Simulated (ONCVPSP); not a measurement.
## What one change does to a pseudopotential (Cd (Z = 48), ONCV)

| Item | Value |
| --- | --- |
| Element | cadmium (Cd) |
| Generator | ONCVPSP 4.0.1 |
| Type | optimised norm-conserving Vanderbilt (ONCV) |
| Functional | PBEsol |
| Relativity | scalar-relativistic |
| Frozen core | [Ar] 3d10 |
| Valence charge | 20 |
| Reference configuration | 4s2 4p6 4d10 5s1 (charge +1) |
| Partial waves | 4s+5s: rc 1.70 bohr, ncon 3, nbas 6, qcut 8 1/bohr, 2 projectors; 4p: rc 1.05 bohr, ncon 5, nbas 8, qcut 8.5 1/bohr, 1 projector; 4d: rc 1.05 bohr, ncon 5, nbas 9, qcut 15.6 1/bohr, local |
| Local potential | the d channel |
| Core correction | none |

Change: p: nproj 3. In the p channel the program set the typed energies aside and used -2.784, 0.250, 2.050 Ha.

Cutoffs: the cutoffs (Ha) at which the residual kinetic energy of the hardest occupied pseudo-wave falls to 1 and 0.1 mHa per electron; they do not see the model core or the augmentation charge, which bear on the density cutoff. Errors are all-electron minus pseudo energies relative to the spin-unpolarised reference configuration.

Problem. How do hardness, ghosts and transferability respond?

Solution. The potential gets neither clearly harder nor softer (140 Ha and 174 Ha → 140 Ha and 174 Ha); a bound ghost appears in p, which as a rule spoils a file; of the 4 tests that both files solve, the error grows in 0 and shrinks in 1 by more than 15 % and 0.3 meV (median size 4.9 → 2.4 meV).

| quantity | base | changed |
| --- | --- | --- |
| cutoff, loose | 140 Ha | 140 Ha |
| cutoff, tight | 174 Ha | 174 Ha |
| bound ghosts | none | p |
| GHOST(+) flags under 300 eV | none | none |
| error for 4s2 4p6 4d10 5s2, meV [ΔE -9.31 eV] | +1.3 | +1.2 |
| error for 4s2 4p6 4d10 5s0, meV [ΔE 17.10 eV] | -3.6 | -3.6 |
| error for 4s2 4p6 4d9 5s0, meV [ΔE 55.09 eV] | -6.3 | -6.5 |
| error for 4s2 4p6 4d10 5s1 5p1, meV [ΔE -4.58 eV] | +14 | +0.8 |
| s: phases at 1.73 bohr within 0.05 rad from the reference energy up to (Ha; the scan ends near 5) | 4.8 | 4.8 |
| p: phases at 1.06 bohr within 0.05 rad from the reference energy up to (Ha; the scan ends near 5) | to the end of the scan | to the end of the scan |
| d: phases at 1.06 bohr within 0.05 rad from the reference energy up to (Ha; the scan ends near 5) | to the end of the scan | to the end of the scan |

 A true bound ghost makes a file unfit for plane-wave use even where its test errors are small: the radial tests pick states by their node count and pass the ghost by.
